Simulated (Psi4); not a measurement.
Internal rotation in C₄H₁₄Si₂, SMILES C[SiH2][SiH2]C(C)C. Scanned: dihedral Si2–Si3–C4–C5; all other coordinates were relaxed at GFN2-xTB.

Geometry of the scan point at 180° (Å):
```
20

C      3.4216    -0.1416     0.1236
Si     1.6344    -0.5141    -0.3990
Si     0.1898     0.9646     0.6434
C     -1.6348     0.4690     0.3460
C     -2.5966     1.4363     1.0283
C     -1.9456     0.3855    -1.1453
H      4.1274    -0.8204    -0.3459
H      3.7064     0.8698    -0.1523
H      3.5441    -0.2328     1.1990
H      1.5937    -0.4441    -1.8694
H      1.3651    -1.9248    -0.0731
H      0.3362     2.3535     0.1727
H      0.3757     1.0361     2.1038
H     -1.8013    -0.5252     0.7769
H     -2.4082     1.4791     2.0987
H     -3.6313     1.1287     0.8761
H     -2.4795     2.4392     0.6226
H     -1.7932     1.3528    -1.6209
H     -1.3033    -0.3429    -1.6377
H     -2.9822     0.0908    -1.3093
```

Level of theory: PBE-D3(BJ)/def2-SVP // GFN2-xTB (Psi4).

Scanned values (°): -150, -120, -90, -60, -30, 0, 30, 60, 90, 120, 150, 180.

Describe the profile: where are the wells and the tops?

Lower than their neighbours: -60° (0.00 kJ/mol), 60° (0.48 kJ/mol), 180° (0.38 kJ/mol). Higher than their neighbours: -120° (8.09 kJ/mol), 0° (8.10 kJ/mol), 120° (9.12 kJ/mol). The whole profile spans 9.12 kJ/mol.
